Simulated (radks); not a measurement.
Species: Au. Configuration: [Xe] 4f14 5d10 6s1.

All-electron calculation, scalar-relativistic Kohn-Sham, BLYP, spin-polarised, spherical densities, point nucleus; open shells are filled with parallel spins first (spin-orbit coupling, left out, can overturn this in heavy ions). Program: a radial shooting solver on a logarithmic mesh with Libxc functionals.

Energy parts (eV):
| part | energy |
|---|---|
| total | -517367.06 |
| kinetic | 579055.27 |
| electron-nucleus | -1287507.71 |
| Hartree | 200970.44 |
| exchange-correlation | -9885.06 |

Orbitals (lengths in bohr, moments of r in powers of bohr; <r^-3> diverges for s and p1/2; r(max) is where P^2 peaks):
[
 {"orbital": "1s up", "occ.": "1", "eigenvalue (eV)": "-80796.36", "r(max)": "0.01041", "<r^-3>": "-"},
 {"orbital": "1s down", "occ.": "1", "eigenvalue (eV)": "-80796.35", "r(max)": "0.01041", "<r^-3>": "-"},
 {"orbital": "2s up", "occ.": "1", "eigenvalue (eV)": "-14255.43", "r(max)": "0.06016", "<r^-3>": "-"},
 {"orbital": "2s down", "occ.": "1", "eigenvalue (eV)": "-14255.42", "r(max)": "0.06016", "<r^-3>": "-"},
 {"orbital": "2p up", "occ.": "3", "eigenvalue (eV)": "-12322.26", "r(max)": "0.04981", "<r^-3>": "25500"},
 {"orbital": "2p down", "occ.": "3", "eigenvalue (eV)": "-12322.25", "r(max)": "0.04981", "<r^-3>": "25500"},
 {"orbital": "3s up", "occ.": "1", "eigenvalue (eV)": "-3364.352", "r(max)": "0.1696", "<r^-3>": "-"},
 {"orbital": "3s down", "occ.": "1", "eigenvalue (eV)": "-3364.345", "r(max)": "0.1696", "<r^-3>": "-"},
 {"orbital": "3p up", "occ.": "3", "eigenvalue (eV)": "-2803.799", "r(max)": "0.1690", "<r^-3>": "5832"},
 {"orbital": "3p down", "occ.": "3", "eigenvalue (eV)": "-2803.791", "r(max)": "0.1690", "<r^-3>": "5832"},
 {"orbital": "3d up", "occ.": "5", "eigenvalue (eV)": "-2205.512", "r(max)": "0.1376", "<r^-3>": "724.2"},
 {"orbital": "3d down", "occ.": "5", "eigenvalue (eV)": "-2205.506", "r(max)": "0.1376", "<r^-3>": "724.2"},
 {"orbital": "4s up", "occ.": "1", "eigenvalue (eV)": "-729.9050", "r(max)": "0.3826", "<r^-3>": "-"},
 {"orbital": "4s down", "occ.": "1", "eigenvalue (eV)": "-729.8940", "r(max)": "0.3826", "<r^-3>": "-"},
 {"orbital": "4p up", "occ.": "3", "eigenvalue (eV)": "-546.1435", "r(max)": "0.4028", "<r^-3>": "1404"},
 {"orbital": "4p down", "occ.": "3", "eigenvalue (eV)": "-546.1305", "r(max)": "0.4028", "<r^-3>": "1404"},
 {"orbital": "4d up", "occ.": "5", "eigenvalue (eV)": "-325.7129", "r(max)": "0.4103", "<r^-3>": "152.4"},
 {"orbital": "4d down", "occ.": "5", "eigenvalue (eV)": "-325.6974", "r(max)": "0.4103", "<r^-3>": "152.4"},
 {"orbital": "4f up", "occ.": "7", "eigenvalue (eV)": "-81.0024", "r(max)": "0.3754", "<r^-3>": "29.38"},
 {"orbital": "4f down", "occ.": "7", "eigenvalue (eV)": "-80.9853", "r(max)": "0.3754", "<r^-3>": "29.38"},
 {"orbital": "5s up", "occ.": "1", "eigenvalue (eV)": "-108.3380", "r(max)": "0.8473", "<r^-3>": "-"},
 {"orbital": "5s down", "occ.": "1", "eigenvalue (eV)": "-108.3237", "r(max)": "0.8474", "<r^-3>": "-"},
 {"orbital": "5p up", "occ.": "3", "eigenvalue (eV)": "-59.6814", "r(max)": "0.9522", "<r^-3>": "236.7"},
 {"orbital": "5p down", "occ.": "3", "eigenvalue (eV)": "-59.6496", "r(max)": "0.9522", "<r^-3>": "237.0"},
 {"orbital": "5d up", "occ.": "5", "eigenvalue (eV)": "-6.8517", "r(max)": "1.217", "<r^-3>": "12.83"},
 {"orbital": "5d down", "occ.": "5", "eigenvalue (eV)": "-6.6141", "r(max)": "1.214", "<r^-3>": "13.07"},
 {"orbital": "6s up", "occ.": "1", "eigenvalue (eV)": "-6.0078", "r(max)": "2.325", "<r^-3>": "-"},
 {"orbital": "6s down", "occ.": "0", "eigenvalue (eV)": "-5.4840", "r(max)": "2.321", "<r^-3>": "-"}
]

The highest occupied level is 6s up at -6.008 eV. For comparison, the ionisation energy in NIST's Atomic Spectra Database is 9.226 eV (measured). In exact Kohn-Sham theory the highest level is minus the ionisation energy, but local and semilocal functionals leave it too shallow, through self-interaction and a potential that decays too fast; potentials with the right tail come closer. Summed over all electrons, <r^2> = 60.30 bohr^2, which gives a Langevin (diamagnetic) susceptibility term of -47.8 x 10^-6 cm^3/mol. The density falls to 0.001 e/bohr^3 at r = 4.29 bohr. Spin moment in Bohr magnetons: 1.
